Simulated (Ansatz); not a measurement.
Wavefunction ladder for CH6ClFSi2 (`F[SiH](Cl)C[SiH3]`)

Z-matrix (Å, degrees):
```
Si
Cl 1 2.045
C 1 1.842 2 111.0
F 1 1.594 2 107.3 3 119.5
H 1 1.477 2 107.8 3 -124.8
Si 3 1.881 1 115.1 2 174.0
H 3 1.096 1 107.6 2 -64.6
H 3 1.095 1 108.9 2 51.1
H 6 1.484 3 110.2 1 -67.8
H 6 1.486 3 109.9 1 171.8
H 6 1.487 3 109.8 1 52.3
```

The species carries charge 0 and has multiplicity 1. Geometry: relaxed with PBE0-D4/def2-TZVP. It is one conformer, not always the lowest. Frozen core, restricted reference, the Gaussian-basis code of Ansatz. CBS rows extrapolate triple and quadruple zeta; past MP2 they add the triple-zeta difference.

```tsv
basis	HF (Eh)	MP2 corr.
def2-TZVPP	-1178.40254	-0.85998
def2-QZVPP	-1178.44040	-0.93421
```

(1) Estimate the CCSD correlation energy and the (T) correction in each basis where they were run (hartree).

Results:

(1) 
```tsv
basis	CCSD corr.	(T)
def2-TZVPP	-0.91755	-0.03281
CBS(def2)	-1.04676	as TZ
```
